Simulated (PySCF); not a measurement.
Screening by computed properties: pick the candidate that meets the target.

Species are written as SMILES; each is one conformer at its optimised geometry, gas phase, non-relativistic unless stated. Electronic properties by PySCF.

The conformers computed, where there is a choice (atom-mapped SMILES and torsion angles):
- `[CH:1]1=[CH:2][SiH2:3][C:4]([c:5]2[cH:6][cH:7][n:8][cH:9][cH:10]2)=[CH:11]1`: Si3–C4–C5–C6 18°
- `[CH3:1][O:2][C:3](=[O:4])[c:5]1[cH:6][cH:7][cH:8][cH:9][p:10]1`: C1–O2–C3–O4 0°, O2–C3–C5–C6 180°
- `[CH3:1][C:2]#[C:3][C:4](=[O:5])[CH2:6][SiH2:7][S:8][CH2:9][CH3:10]`: C3–C4–C6–Si7 -122°, C4–C6–Si7–S8 173°, C6–Si7–S8–C9 165°, Si7–S8–C9–C10 71°
- `[CH3:1][CH2:2]/[CH:3]=[C:4](\[C:5]#[N:6])[C:7]([F:8])([F:9])[F:10]`: C1–C2–C3–C4 -118°, C3–C4–C7–F8 121°
- `[CH3:1][Si:2]([CH3:3])([CH3:4])[O:5][c:6]1[cH:7][cH:8][s:9][cH:10]1`: C1–Si2–O5–C6 -61°, Si2–O5–C6–C7 0°
- `[CH3:1][C:2]1=[CH:3][SiH2:4][Si@H:5]1[CH2:6][CH2:7][Cl:8]`: Si4–Si5–C6–C7 -96°, Si5–C6–C7–Cl8 54°

Question: Wanted: HOMO energy between -8 eV and -6.7 eV (PBE0/pcSseg-1) and smallest rotational constant below 0.55 GHz (GFN2-xTB), at GFN2-xTB geometries. Which candidate meets both?
A. `C1=C[SiH2]C(c2ccncc2)=C1`
B. `FC(/C(=C/CC)C#N)(F)F`
C. `COC(=O)c1ccccp1`
D. `CC#CC(=O)C[SiH2]SCC`

Answer: D. Computed values:
```
                 species  HOMO energy  smallest rotational constant
    FC(/C(=C/CC)C#N)(F)F     -8.63 eV                     0.713 GHz
         COC(=O)c1ccccp1     -7.38 eV                     0.624 GHz
     CC#CC(=O)C[SiH2]SCC     -6.81 eV                     0.320 GHz
C1=C[SiH2]C(c2ccncc2)=C1     -6.58 eV                     0.486 GHz
```

Question: Wanted: HOMO–LUMO gap above 6.3 eV (PBE0/pcSseg-1) and dipole moment below 4 D (PBE0/pcSseg-1), at GFN2-xTB geometries. Which candidate meets both?
A. `CC/C=C(\C#N)C(F)(F)F`
B. `CC1=C[SiH2][Si@H]1CCCl`
C. `C[Si](Oc1ccsc1)(C)C`
D. `[SiH2]1C=CC=C1c1ccncc1`
E. `COC(=O)c1ccccp1`

Answer: B. Computed values:
```csv
species,HOMO–LUMO gap,dipole moment
[SiH2]1C=CC=C1c1ccncc1,4.34 eV,2.90 D
COC(=O)c1ccccp1,5.27 eV,1.39 D
C[Si](Oc1ccsc1)(C)C,6.02 eV,1.66 D
CC/C=C(\C#N)C(F)(F)F,6.61 eV,4.77 D
CC1=C[SiH2][Si@H]1CCCl,7.28 eV,2.57 D
```
